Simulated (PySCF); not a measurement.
A GIAO shielding run with PySCF 2.14 (density fitting, non-relativistic, gas phase) on SMILES F[C@]12C=C[C@H]1C=C2, C6H5F:

```
$ OMP_NUM_THREADS=1 python probes_run.py task.json out

{"job": {"kind": "nmr", "xc": "PBE0", "basis": "IGLO-III", "pop": true}, "charge": 0, "multiplicity": 1}
F     -1.803653     0.349035    -1.620538
C     -0.914406     0.265793    -0.598450
C      0.055394     1.423140    -0.423641
C      1.136234     0.628468    -0.439013
C      0.338652    -0.654607    -0.644723
C     -0.249460    -1.313724     0.597870
C     -1.340220    -0.533129     0.622902
H     -0.100916     2.493521    -0.268400
H      2.200182     0.810021    -0.266219
H      0.525665    -1.264083    -1.540258
H      0.137312    -2.080943     1.273308
H     -2.193204    -0.437461     1.299106
```

Hardware: 1 thread of an Arm Neoverse V2, shared host. The job also computes population analyses, field gradients, ring-centre shieldings.

(1) How large is the calculation?

(2) How long does it take, and how much memory does it need?

(3) And these other runs on the same molecule and hardware: GIAO shielding at PBE0/6-311+G(2d,p); GIAO shielding at PBE0/6-31G*; GIAO shielding at PBE0/aug-cc-pVDZ; GIAO shielding at PBE0/cc-pVDZ; GIAO shielding at PBE0/cc-pVTZ; GIAO shielding at PBE0/def2-SVP?

## Answers

(1) 50 electrons, 295 basis functions and 745 auxiliary functions.

(2) 33 s of wall time, with 14 SCF cycles and 5 response iterations; peak memory 1.1 GiB. Times on a shared host scatter by some tens of per cent.

(3) PBE0/6-311+G(2d,p): 219 functions, 20 s; PBE0/6-31G*: 108 functions, 7.6 s; PBE0/aug-cc-pVDZ: 206 functions, 20 s; PBE0/cc-pVDZ: 123 functions, 9.1 s; PBE0/cc-pVTZ: 280 functions, 32 s; PBE0/def2-SVP: 123 functions, 8.5 s.
